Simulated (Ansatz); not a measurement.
A run for Ansatz (a program for electronic structure): U-CCSD(T)/def2-TZVPP on LiAl-, 2S+1 = 2, a spin state set in the input, which need not be the lowest, a point of a bond scan (R = 2.917 Å). Charge -1.

Ansatz 0.2 input:
```yaml
crystal:
  periodic: [false, false, false]
  atoms:
    - {symbol: Li, position_ang: [0.00000000, 0.00000000, 0.00000000]}
    - {symbol: Al, position_ang: [0.00000000, 0.00000000, 2.91706200]}
basis:
  gaussian:
    orbitals: def2-TZVPP
    pivot_positions_ang: [[0.00000000, 0.00000000, 0.00000000], [0.00000000, 0.00000000, 2.91706200]]
total_charge: -1
magnetization: {spin_polarized: true, initial_magnetization: 1}
correlation: {method: ccsd_t, electrons: valence}
output: {orbitals: {seedname: ./end}}
```

It printed:

```
WARN ansatz: RAYON_NUM_THREADS=1 ignored (pool sized by the plan → 1); use --threads N
Functional definition: HF
integrals: 0.04 GiB planned
438 factors; integrals over basis functions are off by at most 4.1e-4 eV
mean field: 0.09 GiB planned
mean field evaluation 1: about -6782.5715 eV, gradient 7.0e0 eV
mean field evaluation 2: about -6782.5726 eV, gradient 7.0e0 eV
mean field evaluation 4: about -6784.0372 eV, gradient 1.4e0 eV
mean field evaluation 8: about -6784.0238 eV, gradient 2.3e-1 eV
mean field evaluation 16: about -6784.6836 eV, gradient 1.5e-6 eV
mean field evaluation 32: about -6784.5300 eV, gradient 4.1e-1 eV
mean field evaluation 64: about -6784.0266 eV, gradient 1.3e-1 eV
mean field evaluation 96: about -6784.6836 eV, gradient 3.4e-6 eV
mean field evaluation 128: about -6784.5425 eV, gradient 1.3e-1 eV
mean field evaluation 160: about -6784.4570 eV, gradient 1.6e0 eV
mean field evaluation 192: about -6784.0272 eV, gradient 1.9e0 eV
mean field evaluation 224: about -6784.6836 eV, gradient 1.5e-6 eV
mean field evaluation 256: about -6784.5490 eV, gradient 2.3e-2 eV
mean field evaluation 288: about -6784.5475 eV, gradient 9.4e-4 eV
mean field evaluation 320: about -6783.5012 eV, gradient 2.1e0 eV
mean field evaluation 352: about -6783.1628 eV, gradient 7.2e-1 eV
mean field evaluation 384: about -6782.6957 eV, gradient 1.5e0 eV
mean field evaluation 416: about -6783.8423 eV, gradient 8.7e-2 eV
mean field evaluation 448: about -6784.3211 eV, gradient 5.4e-2 eV
mean field evaluation 480: about -6784.0102 eV, gradient 5.4e-4 eV
mean field evaluation 512: about -6783.0168 eV, gradient 6.4e-1 eV
mean field evaluation 544: about -6782.9819 eV, gradient 1.4e0 eV
mean field evaluation 576: about -6783.0009 eV, gradient 2.2e-1 eV
mean field evaluation 608: about -6782.6368 eV, gradient 6.7e-4 eV
mean field evaluation 640: about -6782.9183 eV, gradient 4.3e-1 eV
mean field evaluation 672: about -6783.1800 eV, gradient 6.2e-4 eV
mean field evaluation 704: about -6783.0864 eV, gradient 2.0e-1 eV
mean field evaluation 736: about -6784.0247 eV, gradient 3.4e-1 eV
mean field -6784.68358552 eV, -249.3325229440 hartree, gradient 1.5e-6 eV, S^2 1.644863; 32 other end points of the search recorded, 0 dependent functions left out
determinant -6784.68358552 eV, -249.3325229440 hartree, with singles and doubles -6787.65668529 eV, -249.4417823453 hartree
determinant -6784.54901383 eV, -249.3275775258 hartree, with singles and doubles -6787.49277413 eV, -249.4357587214 hartree
determinant -6784.54747742 eV, -249.3275210636 hartree, with singles and doubles -6787.51422013 eV, -249.4365468475 hartree
determinant -6784.32119764 eV, -249.3192054354 hartree, with singles and doubles -6787.08600212 eV, -249.4208101259 hartree
determinant -6784.11983780 eV, -249.3118055977 hartree, with singles and doubles -6787.08055077 eV, -249.4206097923 hartree
determinant -6784.01024278 eV, -249.3077780548 hartree, with singles and doubles -6786.98410109 eV, -249.4170653320 hartree
determinant -6783.84295668 eV, -249.3016304042 hartree, with singles and doubles -6787.22033964 eV, -249.4257469386 hartree
determinant -6783.70889671 eV, -249.2967037912 hartree, with singles and doubles -6787.13880749 eV, -249.4227506873 hartree
determinant -6783.17999891 eV, -249.2772671554 hartree, with singles and doubles -6786.50307737 eV, -249.3993880363 hartree
determinant -6783.00541388 eV, -249.2708512739 hartree, with singles and doubles -6786.86350463 eV, -249.4126334937 hartree
determinant -6782.93370878 eV, -249.2682161601 hartree, with singles and doubles -6786.74683655 eV, -249.4083460209 hartree
determinant -6782.63676460 eV, -249.2573036628 hartree, with singles and doubles -6786.21735606 eV, -249.3888879718 hartree
determinant -6782.62561501 eV, -249.2568939229 hartree, with singles and doubles -6786.37701344 eV, -249.3947552723 hartree
determinant -6784.68358552 eV, -249.3325229440 hartree, with singles and doubles -6787.64126584 eV, -249.4412156913 hartree
determinant -6784.54901383 eV, -249.3275775258 hartree, with singles and doubles -6787.51419101 eV, -249.4365457772 hartree
determinant -6784.54747742 eV, -249.3275210636 hartree, with singles and doubles -6787.52782077 eV, -249.4370466619 hartree
determinant -6783.84295668 eV, -249.3016304042 hartree, with singles and doubles -6787.18371902 eV, -249.4244011557 hartree
determinant -6783.70889671 eV, -249.2967037912 hartree, with singles and doubles -6787.10490178 eV, -249.4215046753 hartree
determinant -6784.02607529 eV, -249.3083598889 hartree, with singles and doubles -6787.66885489 eV, -249.4422295699 hartree
determinant -6784.02607529 eV, -249.3083598889 hartree, with singles and doubles -6787.61749999 eV, -249.4403423122 hartree
5 core orbitals not correlated
reference -6784.68358552 eV, -249.3325229440 hartree; 4, 3 occupied and 52, 53 virtual orbitals, 438 factors
second order -2.27174652 eV of doubles, -0.00000000 eV of singles
coupled cluster: 0.14 GiB planned
cycle   1  -2.95768021 eV  change    1.2e-7 eV  update   3.3e-6
coupled cluster: 0.14 GiB planned
perturbative correction -0.11749135 eV, -0.0043177274 hartree
Total energy: -6787.75875707 eV, -249.4455334143 hartree
```

The calculation finished and met its thresholds. Its determinant has ⟨S²⟩ = 1.64, a mixture of spin states.

Cost: about 29 core-seconds (a rough figure).
